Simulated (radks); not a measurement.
Q: The mean radii <r> (bohr) of the occupied orbitals of an atom or ion are listed with their occupations. All-electron calculation, scalar-relativistic Kohn-Sham, SCAN, spin-polarised, spherical densities, finite nucleus; meta-GGA in the generalised Kohn-Sham scheme; Fermi nuclear charge, rms radius of each element as measured or else 0.836 A^(1/3) + 0.57 fm. Program: a radial shooting solver on a logarithmic mesh with Libxc functionals.

orbital  occ.      <r>
1s up       1  0.01606
1s down     1  0.01606
2s up       1  0.06757
2s down     1  0.06756
2p up       3  0.06142
2p down     3  0.06141
3s up       1   0.1729
3s down     1   0.1728
3p up       3   0.1744
3p down     3   0.1743
3d up       5   0.1578
3d down     5   0.1577
4s up       1   0.3538
4s down     1   0.3543
4p up       3   0.3672
4p down     3   0.3679
4d up       5   0.3668

Name the element and its charge. Open shells, if any, are filled with parallel spins first.

A: Z = 82, lead, charge +41: Pb41+ in [Kr] 4d5. The 1s radius gives Z: for a bare nucleus <r> = (2 gamma + 1)/(2Z) with gamma = sqrt(1 - (Z/c)^2), 0.01587 bohr for Z = 82, and screening makes it slightly larger (0.01606 here). The occupations add up to 41, and the charge is Z minus that.
